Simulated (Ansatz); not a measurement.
System: sum formula BOCl₂ (charge -1, singlet). It need not be the lowest isomer of its formula. Whether it binds its extra electron was not tested at this geometry. 
Geometry from a B3LYP-D3(BJ)/def2-TZVP (Ansatz, a program for electronic structure) optimisation:
```xyz
4

B     -0.5391    -0.1657     0.1653
Cl     0.1157     1.6025     0.1405
Cl     0.8352    -1.3102    -0.4321
O     -1.6839    -0.5175     0.5164
```
Charge -1, spin multiplicity 1.

Basis-set convergence of Hartree-Fock and MP2 correlation energies (hartree) with Ansatz. Cores are frozen in the correlated levels unless marked. Spin-orbit coupling is left out. Non-relativistic.

| basis | functions | E(HF) | E(corr, MP2) |
|---|---|---|---|
| aug-cc-pV(D+d)Z | 110 | -1018.75968 | -0.59398 |
| aug-cc-pV(T+d)Z | 202 | [?] | [?] |

Problem. Fill in the missing entries.

Solution. 
- aug-cc-pV(T+d)Z, E(HF): -1018.80848
- aug-cc-pV(T+d)Z, E(corr, MP2): -0.74039
